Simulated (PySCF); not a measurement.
Input for PySCF:
```python
from pyscf import gto, scf, mcscf
import numpy

mol = gto.M(
    atom='''
C    -0.00149191    0.04693566   -1.12182869
Cl    0.00086957   -0.02735682    0.65386656
H    -0.03217621    1.09066645   -1.41847283
H     0.90554001   -0.42739850   -1.48323349
H    -0.87919504   -0.47981606   -1.48305307
''',
    basis='6-31g',
    verbose=3,
)

mf = scf.RHF(mol)
mf.kernel()
mc = mcscf.CASSCF(mf, 4, 2)
mc.kernel()
occ = numpy.linalg.eigvalsh(mc.fcisolver.make_rdm1(mc.ci, mc.ncas, mc.nelecas))[::-1]
ss = mc.fcisolver.spin_square(mc.ci, mc.ncas, mc.nelecas)[0]
print('natural occupations', occ.round(4), ' <S^2>', round(ss, 4))
```

Problem. Estimate the nuclear repulsion energy that PySCF with CASSCF(2,4)/6-31G returns for this input.

Solution. 51.4949 Eh

Problem. What total energy does CASSCF(2,4)/6-31G give?

Solution. -499.0733 Eh

Problem. Give the SCF-reference Mulliken (on the basis functions themselves) charges in atom order at the level CASSCF(2,4)/6-31G.

Solution. C1 -0.60, Cl2 -0.04, H3 0.22, H4 0.22, H5 0.22

Problem. Estimate the SCF-reference dipole moment that CASSCF(2,4)/6-31G returns for this input.

Solution. 2.52 D

Problem. Predict the SCF-reference HOMO energy from CASSCF(2,4)/6-31G.

Solution. -11.87 eV

Problem. Give the SCF-reference HOMO-LUMO gap at the level CASSCF(2,4)/6-31G.

Solution. 17.13 eV
